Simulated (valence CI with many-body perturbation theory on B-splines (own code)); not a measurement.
# W66+: magnetic and hyperfine properties of the levels

Computed by configuration interaction combined with many-body perturbation theory (CI+MBPT): six valence electrons over a frozen Dirac-Fock core [He], a basis of 9 s, 9 p, 8 d, 6 f, 3 g, 1 h functions for each j, with the one-electron correlation potential Σ1 (screened to all orders), the two-electron term Σ2, the three-electron term Σ3, Breit, model QED; selected single and double excitations, second order for the rest, scaled by the run's own slope (own B-spline code, finite nucleus).

No measured spectrum was set against this ion. As an estimate, large intervals hold to a few tenths of a per cent, small ones and those within an open d or f shell to about a per cent. Among the levels kept, up to 2300 cm⁻¹ of a level comes from second order outside the variational space, and about a tenth of that is noise between levels of different J, which matters for small intervals.

A/g_I is the dipole constant over the nuclear g factor μ/I (μ in nuclear magnetons, uniformly magnetised nucleus), B/Q the quadrupole constant per barn. Both hold the static response of the core; the bare values leave it out. Large factors of s and p1/2 electrons are usually good to 5 to 10 %; those of open d and f shells near neutrality can be off by tens of per cent, and small factors of p3/2, d and f electrons come from cancelling terms and can be off by a factor of two or in sign, in half-filled shells by more. B is blank for J = 1/2, where it vanishes, and for nearly pure S terms. Energies count from the lowest level. Levels with J = 0 are left out.

Levels are named by their leading jj configuration (3d3/2^4 stands for four electrons in 3d with j = 3/2), which in mixed levels can hold well under half, so a name can repeat and another be missing. Letters in brackets count levels of one name in rising energy.

```csv
Level,E (Ry),g,A/g_I (MHz),A/g_I bare,B/Q (MHz/b),B/Q bare
(2s^2 2p1/2^2 2p3/2^2) J=2,0.00,1.305,814000,832000,81000,81100
(2s^2 2p1/2 2p3/2^3) J=1,102.83,1.469,-826000,-797000,-811000,-812000
(2s^2 2p1/2 2p3/2^3) J=2,104.21,1.121,2480000,2480000,-1710000,-1710000
(2s 2p1/2^2 2p3/2^3) J=2,132.76,1.463,6240000,6190000,-1620000,-1620000
(2s 2p1/2^2 2p3/2^3) J=1,138.94,1.154,-4630000,-4530000,-678000,-679000
(2s 2p1/2 2p3/2^4) J=1,239.28,1.265,1.50e+07,1.49e+07,-127000,-127000
(2s^2 2p1/2^2 2p3/2 3s) J=2,635.33,1.482,2220000,2220000,1590000,1600000
(2s^2 2p1/2^2 2p3/2 3s) J=1,636.00,1.140,-580000,-544000,810000,811000
(2s^2 2p1/2^2 2p3/2 3p1/2) J=1,644.29,1.469,480000,505000,793000,794000
(2s^2 2p1/2^2 2p3/2 3p1/2) J=2,644.40,1.151,1150000,1160000,1570000,1580000
(2s^2 2p1/2^2 2p3/2 3p3/2) J=3,673.71,1.317,526000,538000,2070000,2070000
(2s^2 2p1/2^2 2p3/2 3p3/2) J=1,673.75,1.329,522000,535000,-820000,-822000
(2s^2 2p1/2^2 2p3/2 3p3/2) J=2,675.87,1.310,529000,541000,36400,36400
(2s^2 2p1/2^2 2p3/2 3d3/2) J=2,682.61,1.028,475000,485000,-2930,-2910
(2s^2 2p1/2^2 2p3/2 3d3/2) J=3,683.21,1.067,473000,482000,1640000,1640000
(2s^2 2p1/2^2 2p3/2 3d3/2) J=1,683.48,1.072,472000,481000,-668000,-669000
(2s^2 2p1/2^2 2p3/2 3d5/2) J=4,690.11,1.234,336000,343000,1670000,1670000
(2s^2 2p1/2^2 2p3/2 3d5/2) J=2,690.98,1.219,112000,113000,-1110000,-1110000
(2s^2 2p1/2^2 2p3/2 3d5/2) J=3,692.14,1.203,278000,283000,-294000,-294000
(2s^2 2p1/2^2 2p3/2 3d5/2) J=1,693.09,1.073,-528000,-541000,182000,183000
(2s^2 2p1/2 2p3/2^2 3s) J=2 [a],736.93,1.576,1120000,1130000,111000,111000
(2s^2 2p1/2 2p3/2^2 3s) J=1 [a],737.83,1.296,-2230000,-2180000,30100,30200
(2s^2 2p1/2 2p3/2^2 3s) J=3,738.73,1.298,2870000,2870000,-3950,-3970
(2s^2 2p1/2 2p3/2^2 3s) J=2 [b],739.38,1.019,1570000,1580000,-28600,-28600
(2s^2 2p1/2 2p3/2^2 3s) J=1 [b],742.92,1.299,6950000,6910000,-14600,-14600
(2s^2 2p1/2 2p3/2^2 3p1/2) J=1 [a],745.67,1.634,-1170000,-1130000,43800,43800
(2s^2 2p1/2 2p3/2^2 3p1/2) J=2 [a],746.26,1.194,1090000,1100000,13300,13300
(2s^2 2p1/2 2p3/2^2 3p1/2) J=3,747.50,1.078,2170000,2170000,-18600,-18600
(2s^2 2p1/2 2p3/2^2 3p1/2) J=2 [b],750.44,1.296,1250000,1260000,63000,63100
(2s^2 2p1/2 2p3/2^2 3p1/2) J=1 [b],751.29,0.632,4830000,4810000,-3460,-3470
(2s 2p1/2^2 2p3/2^2 3s) J=3,762.50,1.529,5310000,5280000,216000,217000
(2s 2p1/2^2 2p3/2^2 3s) J=2 [a],764.74,1.369,5350000,5330000,102000,102000
```

Q: Take the isotope of mass number 183, with I = 1/2, μ = 0.11739 μN. What is the hyperfine structure of (2s 2p1/2^2 2p3/2^3) J=2?

A: From the table A = 1460000 MHz. Shifts from the centre of gravity in MHz: F = 3/2: -2190000, F = 5/2: 1460000.
